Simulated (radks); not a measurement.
Results of a calculation; reference values are marked as such.
Removal energies from the lutetium ion Lu11+, [Kr] 4d10 4f(5/2: 6, 7/2: 5) 5s2 5p(1/2: 1, 3/2: 0), by Delta-SCF beside the eigenvalue of the level emptied. Level of theory: Dirac Kohn-Sham, BLYP, spin-unpolarised, spherical densities, finite nucleus; Fermi nuclear charge, rms radius of each element as measured or else 0.836 A^(1/3) + 0.57 fm (a radial shooting solver on a logarithmic mesh with Libxc functionals). Sub-shells are occupied by j as written (lower j first in brackets).

removed from                                  final configuration  Delta-SCF (eV)  -eigenvalue (eV)
5p1/2                            [Kr] 4d10 4f(5/2: 6, 7/2: 5) 5s2          221.92            211.77
4f7/2         [Kr] 4d10 4f(5/2: 6, 7/2: 4) 5s2 5p(1/2: 1, 3/2: 0)          226.96            211.15
4f5/2         [Kr] 4d10 4f(5/2: 5, 7/2: 5) 5s2 5p(1/2: 1, 3/2: 0)          228.93            213.02
5s1/2         [Kr] 4d10 4f(5/2: 6, 7/2: 5) 5s1 5p(1/2: 1, 3/2: 0)          252.03            241.35
